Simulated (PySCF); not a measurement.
# PrH₃: one-bond stretch

Computed with PBE0/[Pr lcecp-1-TZVP with ECP48, H def2-TZVP], scalar-relativistic core potentials, density fitting, no spin–orbit coupling, PySCF.

Rigid scan from the valence singlet (4f shell in the core) minimum (Pr–H 2.075 Å (×3); H–Pr–H 111.1° (×3)). Coordinate: the bond from Pr to the last atom (H) scaled, the rest fixed. Energies in kJ/mol from the minimum.

(1) Predict the curve at 0.92, 0.96, 1.00, 1.05, 1.12, 1.20, 1.35, 1.55, 1.80, 2.20.

## Answers

(1) 
| scale of one bond | E (kJ/mol) | dipole size (D) |
| --- | --- | --- |
| 0.92 | 11.5 | 4.60 |
| 0.96 | 2.6 | 4.64 |
| 1.00 | 0.0 | 4.71 |
| 1.05 | 3.4 | 4.81 |
| 1.12 | 16.9 | 5.00 |
| 1.20 | 40.2 | 5.25 |
| 1.35 | 93.4 | 5.81 |
| 1.55 | 165.5 | – |
| 1.80 | 242.4 | – |
| 2.20 | 328.8 | – |

At long bonds a restricted determinant can lie too high, and another spin state can fall below this curve.

The 4f shell sits in the core potential, so its spin is not counted.

Other isomers or separated fragments may lie lower.
